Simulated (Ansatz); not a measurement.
`C[Si](N)(N)F` at its PBE0-D4/def2-TZVP geometry, where that method's forces vanish. Charge 0, multiplicity 1.

```xyz
12

C     1.3906    0.2915   -0.7193
Si   -0.3578   -0.0619   -0.2068
N    -0.6951   -1.5274    0.5931
N    -0.8724    1.1908    0.8199
F    -1.1833   -0.1975   -1.5808
H     1.7425   -0.4712   -1.4179
H     2.0605    0.2971    0.1434
H     1.4716    1.2601   -1.2202
H    -0.8407   -2.3807    0.0815
H    -0.3970   -1.6933    1.5385
H    -1.7764    1.1582    1.2616
H    -0.5426    2.1344    0.7070
```

**Question.** What forces (eV/Å) does PBE-D4/def2-TZVPP give on these atoms in Ansatz? (Best estimate.)

**Answer.** The calculation gave: 
```
C1  -0.006  0.012  0.022
Si2  0.284  0.051  0.133
N3  -0.133  0.037  0.052
N4   0.094 -0.042  0.133
F5  -0.328 -0.061 -0.554
H6   0.072 -0.137 -0.130
H7   0.139  0.002  0.152
H8   0.032  0.183 -0.099
H9  -0.046 -0.299 -0.159
H10  0.099 -0.080  0.321
H11 -0.309  0.007  0.155
H12  0.102  0.327 -0.025
```
